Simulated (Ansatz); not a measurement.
`F[CH2][GaH][SiH2]Cl` + `[SnH4]` → `F[CH2][GaH][SnH3]` + `[SiH3]Cl`  (formal exchange of groups at a Ga–Si bond)

Calculated with Ansatz (gas phase, PBE0-D4/def2-TZVP geometries, no zero-point term in ΔE). CCSD(T)/CBS is the MP2 limit (def2-TZVPP, def2-QZVPP) plus CCSD(T) − MP2 in def2-TZVPP, frozen cores. This one scheme is used for every species. Elements past krypton have def2 core potentials. For Ga, Sn outer-core shells are correlated without core-valence functions, which leaves a few kJ/mol of doubt a bond. Scalar relativity is left out up to krypton. One conformer a species, not always the lowest.

```
              species  CCSD(T)/CBS(def2) energy (Eh)
`F[CH2][GaH][SiH2]Cl`                    -2813.66846
             `[SnH4]`                     -216.39156
  `F[CH2][GaH][SnH3]`                    -2279.38216
           `[SiH3]Cl`                     -750.69636
```

**Question.** Work out ΔE.

**Answer.** ΔE = (-2279.38216) + (-750.69636) − (-2813.66846) − (-216.39156) = -0.01850 Eh = -0.50 eV.

Largest T1 diagnostic among the species: 0.013.

Leaving LDA and LC-ωPBE aside and taking each functional with its dispersion term where it has one, the values, not all of them listed here, spread over 0.19 eV, from B2PLYP to B97M-V. At CCSD(T), def2-SVP lies +0.06 eV from the extrapolated value and def2-TZVPP +0.06 eV.
